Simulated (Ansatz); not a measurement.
## Telling isomers of CH2BGa apart by their spectra

These gas-phase data were calculated for one isomer of CH2BGa at PBE0-D4/def2-TZVP (harmonic, unscaled wavenumbers; equilibrium rotational constants with average atomic masses):

```
rotational constants            : 39.63, 4.927, 4.382 GHz
all wavenumbers above 1500 cm⁻¹ : 3295, 2827, 1587
dipole moment                   : 0.51 D (PBE0/def2-TZVPD)
```

Candidates:

(1) `C=[B][Ga]`, a singlet
(2) `B=[CH][Ga]`, a singlet

Task: Which structure fits?

Result: Candidate (2). The band at 2827 cm⁻¹ lies where the B–H stretch is expected; (1) has no mode between 2350 and 2900 cm⁻¹.

The same quantities for all candidates:

|  | rotational constants (GHz) | wavenumbers above 1500 cm⁻¹ | dipole (D) | E above the lowest, PBE0-D4/def2-TZVP (kcal/mol) |
| --- | --- | --- | --- | --- |
| (1) | 299.4, 2.73, 2.706 | 3206, 3136, 1539 | 0.61 | 19.7 |
| (2) | 39.63, 4.927, 4.382 | 3295, 2827, 1587 | 0.51 | 0.0 |

Harmonic stretches to hydrogen usually lie a few per cent above observed fundamentals. Each candidate is one conformer. Programs: Ansatz 0.2.0.
